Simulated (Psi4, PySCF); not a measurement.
Intermolecular potential of H2 ··· CH3Cl (SMILES [H][H] and CCl). Monomers: optimised at B3LYP-D3(BJ) (def2-TZVP), held rigid. Orientation: lowest of the rigid-body minima from ten starts at GFN2-xTB. The monomers approach along the line of their centres of mass (distance R); nothing else relaxes.

Methods: PBE/def2-TZVP, counterpoise-corrected (Psi4); RKS-B3LYP/LANL2DZ = restricted B3LYP/LANL2DZ, with its core potentials past Ne, no counterpoise correction (PySCF 2.14.0); CCSD(T)/aug-cc-pVDZ = Psi4 with DF-CCSD(T)/aug-cc-pVDZ, frozen core, counterpoise-corrected.

Interaction energies in kJ/mol:

```json
[
 {"R / Å": "2.85", "PBE/def2-TZVP": "1.38", "RKS-B3LYP/LANL2DZ": "2.63"},
 {"R / Å": "3.05", "PBE/def2-TZVP": "-0.93", "RKS-B3LYP/LANL2DZ": "-0.08"},
 {"R / Å": "3.27", "PBE/def2-TZVP": "-1.83", "RKS-B3LYP/LANL2DZ": "-1.17"},
 {"R / Å": "3.46", "PBE/def2-TZVP": "-1.95", "RKS-B3LYP/LANL2DZ": "-1.38"},
 {"R / Å": "3.66", "PBE/def2-TZVP": "-1.79", "RKS-B3LYP/LANL2DZ": "-1.27"},
 {"R / Å": "3.88", "PBE/def2-TZVP": "-1.49", "RKS-B3LYP/LANL2DZ": "-1.00"},
 {"R / Å": "4.13", "PBE/def2-TZVP": "-1.14", "RKS-B3LYP/LANL2DZ": "-0.67"},
 {"R / Å": "4.42", "PBE/def2-TZVP": "-0.80", "RKS-B3LYP/LANL2DZ": "-0.39"},
 {"R / Å": "4.93", "PBE/def2-TZVP": "-0.40", "RKS-B3LYP/LANL2DZ": "-0.17"},
 {"R / Å": "5.66", "PBE/def2-TZVP": "-0.15", "RKS-B3LYP/LANL2DZ": "-0.10"},
 {"R / Å": "6.63", "PBE/def2-TZVP": "-0.06", "RKS-B3LYP/LANL2DZ": "-0.06"},
 {"R / Å": "7.94", "PBE/def2-TZVP": "-0.03", "RKS-B3LYP/LANL2DZ": "-0.03"}
]
```

What does CCSD(T)/aug-cc-pVDZ give at the same points?

2.85: 3.17; 3.05: -0.13; 3.27: -1.54; 3.46: -1.85; 3.66: -1.78; 3.88: -1.52; 4.13: -1.20; 4.42: -0.88; 4.93: -0.51; 5.66: -0.24; 6.63: -0.11; 7.94: -0.04 (kJ/mol).
